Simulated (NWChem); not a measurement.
Species: CH4F2GeO; SMILES C[O][GeH]([F])[F]

```xyz
9

Ge     0.0338    -0.3406     0.4775
F      1.7407    -0.3028     0.7340
F     -0.1166    -0.9327    -1.1373
O     -0.5880     1.2831     0.5479
C     -0.0985     2.3131    -0.2856
H     -0.6648    -1.2441     1.4750
H     -0.6542     3.2311    -0.0455
H      0.9752     2.5013    -0.1159
H     -0.2511     2.0827    -1.3536
```
Atoms are numbered in this order, from 1.

Program: NWChem. Pople sets run with spherical d functions. Coordinates come from a PBE0/def2-SVP optimisation. Vzz is the largest principal value of the second derivative of the potential at the nucleus (NWChem prints the opposite sign); η is the asymmetry. Non-relativistic.

```tsv
level	Vzz Ge1 (a.u.)	η Ge1	Vzz O4 (a.u.)	η O4
PBE0/6-31G*	-1.222	0.25	1.550	0.65
PBE0/def2-SVP	-1.295	0.22	1.595	0.62
CAM-B3LYP/6-31G*	-1.234	0.26	1.547	0.65
```
